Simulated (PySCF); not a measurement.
The PySCF input:
```python
from pyscf import gto, scf, cc

mol = gto.M(
    atom='''
F    -1.315517   -0.404628    0.010450
Si   -0.017402    0.449927    0.037357
F     1.342587   -0.295259   -0.068561
''',
    basis='6-31g',
    charge=1,
    spin=1,
    verbose=4,
)

mf = scf.UHF(mol)
mf.kernel()

mycc = cc.CCSD(mf)
mycc.kernel()
et = mycc.ccsd_t()
print('E(CCSD(T)) = %.10f' % (mycc.e_tot + et))
```

Problem. Predict the SCF-reference Mulliken (on the basis functions themselves) charges in atom order from CCSD(T)/6-31G (PySCF).

Solution. F1 -0.46, Si2 1.92, F3 -0.46

Problem. What is the computed coupled-cluster correlation energy (without the perturbative part) (CCSD(T)/6-31G)?

Solution. -0.2927 Eh

Problem. Give the MP2 correlation energy at the level CCSD(T)/6-31G.

Solution. -0.2960 Eh

Problem. Give the nuclear repulsion energy at the level CCSD(T)/6-31G.

Solution. 101.8965 Eh

These values belong to the state on which the SCF converged, which isn't shown to be the lowest.
